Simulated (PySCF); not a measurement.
A geometry optimisation, step by step.

C₈H₂₀AlO₄ (charge -1).
SMILES with atom numbers: `[CH3:1][CH2:2][O:3][Al-:4]([O:5][CH2:6][CH3:7])([O:8][CH2:9][CH3:10])[O:11][CH2:12][CH3:13]` (hydrogens: H14, H15, H16 on C1; H17, H18 on C2; H19, H20 on C6; H21, H22, H23 on C7; H24, H25 on C9; H26, H27, H28 on C10; H29, H30 on C12; H31, H32, H33 on C13)

Computed by this run: PBE0-D3(BJ)/def2-SVP geometry optimisation, gas phase (PySCF); density fitting, grid level 1; the optimiser is geomeTRIC in internal coordinates, started from a GFN2-xTB structure with every atom displaced at random (about 0.01 Å). 6 of its 34 geometries are shown. The frame can shift and turn from step to step; on so coarse a grid that alone can change the energy by a few meV, and forces under 0.02 eV/Å are noise.

Step 0: E = -23377.8258 eV, largest atomic force 2.042 eV/Å
```
atom  x, y, z in Å  |  force x, y, z in eV/Å
C1     -0.218    0.637    2.877   -1.362   0.274  -0.144
C2      0.292   -0.713    2.452    0.225   0.149  -0.924
O3      0.245   -0.908    1.097    0.312  -0.477   1.115
Al4     0.044   -0.203   -0.466   -1.238  -0.134   0.213
O5     -1.574    0.444   -0.577   -0.702   0.268  -0.045
C6     -2.505    1.447   -0.656    0.911  -0.579   0.164
C7     -1.916    2.828   -0.355   -0.825  -0.233  -1.004
O8      0.247   -1.472   -1.602    0.146  -0.778  -0.695
C9     -0.162   -2.716   -1.981    0.387   0.081  -0.534
C10    -1.294   -3.294   -1.134    0.192   0.382  -0.401
O11     1.123    1.054   -0.825    1.360   1.503  -0.242
C12     2.461    1.379   -0.932   -1.291  -0.352  -0.644
C13     3.322    0.511   -0.071    1.137   0.324  -0.542
H14    -1.284    0.754    2.544    0.589  -0.056   0.180
H15     0.342    1.419    2.373    0.342   0.438  -0.210
H16    -0.188    0.812    3.962    0.110  -0.068   0.172
H17    -0.300   -1.480    2.964   -0.200  -0.455   0.359
H18     1.328   -0.801    2.837    0.230  -0.187   0.091
H19    -3.335    1.239    0.059   -0.111   0.183  -0.034
H20    -2.972    1.472   -1.665   -0.116   0.081  -0.106
H21    -2.693    3.608   -0.512    0.269  -0.037   0.178
H22    -1.558    2.839    0.661    0.327   0.196   0.780
H23    -1.071    3.009   -1.035    0.071   0.036   0.065
H24    -0.501   -2.686   -3.064    0.165  -0.220   0.479
H25     0.715   -3.434   -1.955   -0.471   0.188  -0.073
H26    -2.163   -2.620   -1.224   -0.056  -0.145   0.118
H27    -1.564   -4.319   -1.440   -0.043   0.027   0.005
H28    -0.958   -3.283   -0.097   -0.056  -0.070   0.437
H29     2.606    2.435   -0.659    0.150   0.388   0.071
H30     2.788    1.294   -2.003    0.080   0.015   0.268
H31     4.400    0.728   -0.208   -0.084  -0.023   0.000
H32     3.093    0.636    0.966   -0.339   0.191   1.161
H33     3.150   -0.523   -0.307   -0.107  -0.913  -0.256
```

Step 7: E = -23378.2666 eV, largest atomic force 0.301 eV/Å
```
atom  x, y, z in Å  |  force x, y, z in eV/Å
C1     -0.273    0.708    2.743   -0.152   0.063  -0.031
C2      0.376   -0.648    2.508    0.098  -0.140  -0.160
O3      0.309   -1.108    1.214   -0.071   0.217   0.039
Al4    -0.021   -0.197   -0.273   -0.086  -0.107  -0.115
O5     -1.726    0.258   -0.291    0.075   0.096   0.113
C6     -2.517    1.330   -0.613    0.131  -0.190   0.034
C7     -1.842    2.689   -0.466   -0.149  -0.034  -0.115
O8      0.408   -1.252   -1.623   -0.098  -0.034   0.063
C9     -0.046   -2.503   -1.969    0.127   0.124  -0.056
C10    -1.195   -3.018   -1.110    0.100   0.016  -0.054
O11     0.984    1.258   -0.410    0.096  -0.071   0.062
C12     2.307    1.316   -0.794   -0.288   0.074  -0.051
C13     3.172    0.212   -0.210    0.175  -0.030   0.015
H14    -1.336    0.679    2.454    0.033  -0.011   0.022
H15     0.213    1.469    2.113    0.028   0.017  -0.005
H16    -0.199    1.017    3.800    0.022  -0.001   0.006
H17    -0.097   -1.385    3.196    0.015  -0.013   0.062
H18     1.439   -0.571    2.844    0.009  -0.033   0.047
H19    -3.426    1.330    0.033   -0.045   0.015  -0.068
H20    -2.901    1.242   -1.657   -0.011   0.045  -0.019
H21    -2.515    3.491   -0.821    0.035   0.032   0.054
H22    -1.585    2.878    0.586    0.037   0.037   0.032
H23    -0.905    2.713   -1.040    0.043   0.002   0.024
H24    -0.376   -2.510   -3.037    0.014  -0.041   0.047
H25     0.786   -3.248   -1.917   -0.056   0.002  -0.027
H26    -2.039   -2.311   -1.153   -0.040  -0.026   0.012
H27    -1.527   -4.016   -1.446   -0.042   0.007   0.022
H28    -0.871   -3.076   -0.059   -0.025  -0.003   0.034
H29     2.734    2.300   -0.495    0.046   0.015  -0.018
H30     2.402    1.272   -1.904    0.056   0.010   0.008
H31     4.228    0.327   -0.512   -0.012  -0.002  -0.009
H32     3.124    0.215    0.889   -0.023   0.018   0.065
H33     2.814   -0.768   -0.557   -0.043  -0.055  -0.034
```

Step 13: E = -23378.3704 eV, largest atomic force 0.094 eV/Å
```
atom  x, y, z in Å  |  force x, y, z in eV/Å
C1     -0.068    0.631    3.021   -0.009   0.005  -0.010
C2      0.416   -0.765    2.646    0.035  -0.003   0.024
O3      0.052   -1.166    1.386   -0.054  -0.013  -0.009
Al4    -0.148   -0.230   -0.093    0.075   0.055   0.016
O5     -1.812    0.362   -0.161   -0.008  -0.010   0.017
C6     -2.266    1.339   -1.015   -0.022  -0.009  -0.004
C7     -1.972    2.744   -0.500    0.001  -0.014  -0.033
O8      0.287   -1.212   -1.492   -0.026  -0.006   0.007
C9     -0.133   -2.455   -1.893    0.024   0.001  -0.022
C10    -1.309   -3.001   -1.091   -0.007   0.005  -0.026
O11     0.955    1.164   -0.146   -0.070  -0.013  -0.025
C12     2.122    1.236   -0.871    0.049  -0.009  -0.010
C13     3.233    0.371   -0.287    0.010  -0.007  -0.009
H14    -1.167    0.689    2.954    0.005  -0.002  -0.003
H15     0.350    1.365    2.313    0.001   0.004  -0.001
H16     0.242    0.907    4.045   -0.004  -0.004   0.003
H17     0.028   -1.487    3.401    0.005   0.001   0.003
H18     1.525   -0.782    2.777   -0.004  -0.004  -0.006
H19    -3.366    1.234   -1.159    0.003   0.013  -0.012
H20    -1.831    1.249   -2.038    0.009  -0.005   0.009
H21    -2.312    3.521   -1.208   -0.011   0.004   0.011
H22    -2.470    2.908    0.469    0.015  -0.003   0.008
H23    -0.885    2.840   -0.348    0.004   0.012   0.005
H24    -0.423   -2.441   -2.971    0.006   0.001   0.012
H25     0.701   -3.195   -1.832   -0.011   0.000   0.002
H26    -2.164   -2.309   -1.156   -0.001  -0.003   0.008
H27    -1.625   -3.993   -1.458    0.001  -0.005   0.013
H28    -1.035   -3.080   -0.027    0.001   0.001   0.006
H29     2.479    2.290   -0.910   -0.004  -0.002   0.010
H30     1.976    0.924   -1.930   -0.003   0.011   0.006
H31     4.182    0.494   -0.838   -0.001  -0.002   0.000
H32     3.404    0.628    0.771   -0.001   0.011   0.007
H33     2.939   -0.689   -0.335   -0.007  -0.007   0.003
```

Step 20: E = -23378.3809 eV, largest atomic force 0.126 eV/Å
```
atom  x, y, z in Å  |  force x, y, z in eV/Å
C1      0.068    0.604    2.953   -0.005   0.011  -0.002
C2      0.606   -0.748    2.497   -0.006   0.021   0.054
O3      0.136   -1.147    1.273    0.030  -0.026  -0.058
Al4    -0.166   -0.201   -0.186    0.060   0.111   0.001
O5     -1.823    0.400   -0.127   -0.044  -0.030   0.024
C6     -2.372    1.316   -0.993   -0.003   0.006  -0.020
C7     -2.027    2.752   -0.616   -0.004  -0.021  -0.043
O8      0.163   -1.187   -1.608   -0.051  -0.018   0.019
C9     -0.247   -2.454   -1.940    0.025  -0.002  -0.040
C10    -1.379   -2.993   -1.073   -0.008   0.008  -0.044
O11     0.921    1.203   -0.319   -0.064  -0.075   0.030
C12     2.188    1.151   -0.851    0.059   0.004  -0.045
C13     3.190    0.455    0.065    0.034  -0.007   0.001
H14    -1.033    0.587    2.995    0.007  -0.002  -0.005
H15     0.362    1.376    2.223    0.000   0.004   0.001
H16     0.460    0.886    3.946   -0.003  -0.003   0.005
H17     0.351   -1.510    3.268   -0.004   0.005   0.005
H18     1.721   -0.685    2.512   -0.005  -0.019  -0.003
H19    -3.482    1.208   -1.010    0.007   0.005   0.003
H20    -2.050    1.149   -2.048   -0.002  -0.002   0.003
H21    -2.473    3.480   -1.317   -0.001   0.004   0.012
H22    -2.390    2.973    0.401    0.003   0.008   0.010
H23    -0.931    2.865   -0.618    0.008   0.007   0.016
H24    -0.579   -2.488   -3.006    0.011   0.001   0.013
H25     0.603   -3.176   -1.885   -0.013   0.002   0.007
H26    -2.255   -2.326   -1.137    0.003  -0.001   0.015
H27    -1.683   -4.006   -1.389    0.002  -0.006   0.019
H28    -1.064   -3.020   -0.018    0.000  -0.002   0.011
H29     2.561    2.182   -1.049   -0.015  -0.004   0.002
H30     2.204    0.627   -1.832   -0.004   0.005   0.007
H31     4.205    0.453   -0.370    0.003  -0.002   0.002
H32     3.232    0.957    1.045   -0.006   0.018   0.007
H33     2.887   -0.590    0.241   -0.017  -0.002  -0.010
```

Step 26: E = -23378.3918 eV, largest atomic force 0.080 eV/Å
```
atom  x, y, z in Å  |  force x, y, z in eV/Å
C1      0.060    0.620    2.853   -0.002  -0.007  -0.009
C2      0.598   -0.758    2.481    0.016   0.014   0.077
O3      0.293   -1.157    1.205    0.010   0.002  -0.056
Al4    -0.136   -0.201   -0.217   -0.021  -0.070   0.025
O5     -1.774    0.427    0.000    0.030   0.017   0.000
C6     -2.390    1.303   -0.864   -0.039   0.009  -0.021
C7     -1.947    2.746   -0.651   -0.004   0.005   0.023
O8      0.017   -1.212   -1.651    0.008   0.057  -0.009
C9     -0.357   -2.501   -1.921   -0.004  -0.064  -0.003
C10    -1.428   -3.047   -0.983   -0.013   0.005  -0.008
O11     0.960    1.170   -0.468   -0.022   0.044   0.008
C12     2.236    1.058   -0.969    0.053  -0.014  -0.027
C13     3.250    0.658    0.098   -0.007   0.000  -0.011
H14    -1.032    0.654    2.710    0.004   0.000   0.005
H15     0.497    1.383    2.189   -0.002   0.001  -0.001
H16     0.298    0.878    3.899    0.004   0.005   0.000
H17     0.207   -1.497    3.219   -0.008   0.001  -0.013
H18     1.703   -0.747    2.649   -0.017   0.000  -0.008
H19    -3.496    1.251   -0.735    0.007  -0.006   0.003
H20    -2.211    1.038   -1.932    0.010   0.002   0.007
H21    -2.446    3.437   -1.354    0.006   0.003  -0.006
H22    -2.182    3.066    0.378    0.000  -0.006  -0.006
H23    -0.855    2.812   -0.779    0.002  -0.003  -0.009
H24    -0.734   -2.584   -2.968    0.003   0.010   0.007
H25     0.518   -3.193   -1.880   -0.004   0.006   0.009
H26    -2.331   -2.416   -1.027    0.002   0.000   0.002
H27    -1.707   -4.083   -1.242    0.004  -0.003   0.005
H28    -1.060   -3.019    0.056    0.003  -0.001   0.001
H29     2.560    2.027   -1.412   -0.009  -0.001   0.009
H30     2.292    0.315   -1.796   -0.007   0.003   0.004
H31     4.272    0.588   -0.313    0.004  -0.001   0.004
H32     3.253    1.395    0.918   -0.002  -0.001   0.003
H33     2.976   -0.318    0.530   -0.003  -0.005  -0.002
```

Step 33: E = -23378.3977 eV, largest atomic force 0.026 eV/Å
```
atom  x, y, z in Å  |  force x, y, z in eV/Å
C1      0.147    0.706    2.800    0.001  -0.003  -0.003
C2      0.539   -0.733    2.483    0.001   0.008   0.013
O3      0.375   -1.085    1.166   -0.003  -0.014  -0.004
Al4    -0.128   -0.153   -0.246   -0.004  -0.007  -0.003
O5     -1.733    0.525    0.050    0.005  -0.004  -0.004
C6     -2.402    1.351   -0.824   -0.014   0.011  -0.006
C7     -1.944    2.802   -0.721    0.003   0.003   0.007
O8     -0.082   -1.225   -1.644   -0.019   0.017   0.006
C9     -0.345   -2.566   -1.758    0.013  -0.018  -0.003
C10    -1.454   -3.062   -0.837    0.000  -0.002   0.009
O11     0.972    1.191   -0.610    0.018  -0.004   0.007
C12     2.251    1.006   -1.086   -0.001   0.009  -0.004
C13     3.224    0.558    0.002   -0.007   0.006  -0.005
H14    -0.906    0.879    2.527    0.000   0.001   0.000
H15     0.752    1.404    2.199    0.001   0.000   0.002
H16     0.291    0.939    3.870   -0.002  -0.001   0.000
H17    -0.052   -1.408    3.144    0.001  -0.001  -0.002
H18     1.600   -0.880    2.799   -0.003   0.004  -0.004
H19    -3.498    1.309   -0.624    0.002   0.002  -0.001
H20    -2.288    1.025   -1.884    0.006  -0.004   0.004
H21    -2.471    3.452   -1.443   -0.003   0.000   0.000
H22    -2.129    3.188    0.295    0.004  -0.005  -0.002
H23    -0.860    2.850   -0.906   -0.002   0.001  -0.006
H24    -0.624   -2.811   -2.810    0.000   0.001   0.001
H25     0.564   -3.180   -1.552    0.000   0.004   0.002
H26    -2.390   -2.515   -1.031    0.001   0.002  -0.002
H27    -1.640   -4.142   -0.970   -0.002   0.001  -0.004
H28    -1.168   -2.876    0.211    0.001   0.001  -0.002
H29     2.634    1.954   -1.528   -0.001   0.000  -0.001
H30     2.281    0.256   -1.908    0.000  -0.002   0.002
H31     4.246    0.422   -0.392    0.002  -0.002   0.001
H32     3.259    1.304    0.813    0.000  -0.003   0.001
H33     2.881   -0.392    0.441    0.002  -0.001   0.001
```

Q: Summarise the path.

A: The energy falls by 0.5719 eV from step 0 to step 33; nine tenths of that is first reached at step 11. It falls at every step. The largest force goes from 2.042 to 0.026 eV/Å. Among the bonds Al4–O11 changes most, from 1.695 to 1.774 Å; the atoms move by 0.483 Å rms after alignment.

What follows is the cost of the whole optimisation. Hardware: 2 threads of an INTEL XEON PLATINUM 8581C at 2.10 GHz, no GPU, shared host with 80 logical CPUs at a one-minute load of 7.7. Cost: 17 min wall, 40 min CPU, 2.4 GiB resident at most.
